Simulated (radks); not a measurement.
The lanthanum ion La23+, 34 electrons, occupied as [Ar] 3d9.75 4s2 4p4 4f0.25 (fractional occupations, a model configuration). All-electron calculation, scalar-relativistic Kohn-Sham, LDA (Slater exchange, Perdew-Wang correlation), spin-polarised, spherical densities, finite nucleus; open shells are filled with parallel spins first (spin-orbit coupling, left out, can overturn this in heavy ions); Fermi nuclear charge, rms radius 4.855 fm. Program: a radial shooting solver on a logarithmic mesh with Libxc functionals. Some entries of the table are withheld. Estimate them.

orbital  occ.  eigenvalue (eV)  <1/r> (bohr^-1)
1s up       1        -39411.00            61.95
1s down     1        -39409.77            61.95
2s up       1        -6857.972            14.28
2s down     1        -6856.491            14.28
2p up       3        -6224.178            13.56
2p down     3        -6222.562            13.56
3s up       1        -1971.121            5.232
3s down     1        -1968.892            5.233
3p up       3        -1768.523            4.971
3p down     3        -1766.178            4.972
3d up       5        -1481.855              (1)
3d down  4.75        -1479.499              (2)
4s up       1        -838.6083            2.406
4s down     1        -832.7704            2.405
4p up       3        -765.2748            2.281
4p down     1        -759.5024            2.280
4f up    0.25        -549.1923            1.885
4f down     0        -544.0588            1.887

Answer. 
(1) 3d up <1/r> (bohr^-1): 4.729
(2) 3d down <1/r> (bohr^-1): 4.731
